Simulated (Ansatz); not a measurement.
Computed with Ansatz on PBE0-D4/def2-TZVP structures; ΔE is electronic, products minus reactants. CCSD(T)/CBS adds triple-zeta CCSD(T) − MP2 to the extrapolated MP2 energy (def2 sets, frozen cores). This one scheme is used for every species. Functionals use def2-TZVPP. B3LYP here is the variant with VWN-RPA as its local correlation; programs differ in this. Each species was taken in one conformer, which may not be the lowest.

Reaction (formal exchange of groups at a B–N bond): `BNCCN` + `O[SiH](O)F` → `B[Si](O)(O)F` + `NCCN`

Is it downhill or uphill in electronic energy at CCSD(T)/CBS, and by how much? (An estimate is asked.)

Computed: Uphill: ΔE = +46.3 kcal/mol.

What do these levels give: B3LYP-D4, HF/def2-TZVPP, CCSD/def2-TZVPP, CCSD(T)/def2-TZVPP, SCS-MP2/def2-QZVPP, CCSD/CBS(def2)? (Best estimate.)

Ansatz gave: B3LYP-D4 46.8, HF/def2-TZVPP 45.0, CCSD/def2-TZVPP 46.1, CCSD(T)/def2-TZVPP 46.7, SCS-MP2/def2-QZVPP 47.5, CCSD/CBS(def2) 45.7 kcal/mol.

Largest T1 diagnostic among the species: 0.012.

In def2-TZVPP, CCSD(T) changes the Hartree–Fock value by +1.6 kcal/mol (the triples alone add +0.5 kcal/mol) and MP2 by +3.6 kcal/mol.
